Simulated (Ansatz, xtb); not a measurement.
C3H7BrOSi: 3 structures ranked

3 gas-phase structures of C3H7BrOSi, from a drawn sample of its isomers (lower ones may exist). Each was relaxed with GFN2-xTB; where two conformers were screened, the lower at r2SCAN-D4/def2-SVP//GFN2-xTB is listed:

A. `C=CCO[SiH2]Br`, a singlet
B. `Br[C@@H]1CO[SiH2]C1`, a singlet
C. `Br[Si@@H]1CCCO1`, a singlet

Which do you expect lowest at r2SCAN-D4/def2-SVP//GFN2-xTB, and how would the others follow?

Calculated order at r2SCAN-D4/def2-SVP//GFN2-xTB: C (0.0), A (28.7), B (36.8) kcal/mol.

Energies above the lowest of each column, in kcal/mol; the last columns are at r2SCAN-D4/def2-SVP geometries:

```tsv
structure	GFN2-xTB	HF/STO-3G	r2SCAN-D4/def2-SVP//GFN2-xTB	r2SCAN-D4/def2-SVP	CCSD(T)/def2-SVP + ΔMP2/def2-TZVPP
C	0.0	0.0	0.0	0.0	0.0
A	18.4	59.8	28.7	28.0	25.3
B	29.5	38.9	36.8	36.7	35.8
```

Every level run on C puts it lowest or level with the lowest. Flexible structures stand in one conformer each, not always the lowest. ΔMP2 is the change of the MP2 energy from the smaller to the larger basis.

Programs: Ansatz 0.2.0, xtb 6.7.1.
